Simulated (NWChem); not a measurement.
Total energies of thionyl fluoride (F2OS)

SMILES: O=S(F)F
```xyz
4

O     -1.3917    -0.3297     0.0000
S     -0.1604     0.4112     0.0000
F      0.7611    -0.2190     1.1690
F      0.7611    -0.2190    -1.1690
```
Charge 0, spin multiplicity 1.

All runs are NWChem calculations. Structure: optimised with PBE0/def2-SVP, a minimum by its harmonic frequencies.

Basis set: def2-TZVP (130 functions).

```tsv
method	total energy (Ha)	relative cost
RHF	-671.36923	1
MP2	-672.29444	under 3
B2PLYP	-672.95733	3
PBE	-672.81728	under 3
B3LYP	-673.24577	under 3
CAM-B3LYP	-673.17726	9
```

Total energies of different functionals aren't comparable as a measure of quality: only differences taken within one method are. The cost column gives rough processor time relative to RHF; each entry includes its own SCF.

The correlated methods keep 8 core orbitals frozen. B3LYP has NWChem's definition, with VWN1-RPA local correlation. GW and range-separated runs recompute their integrals, the others keep them in memory, which bears on the times.
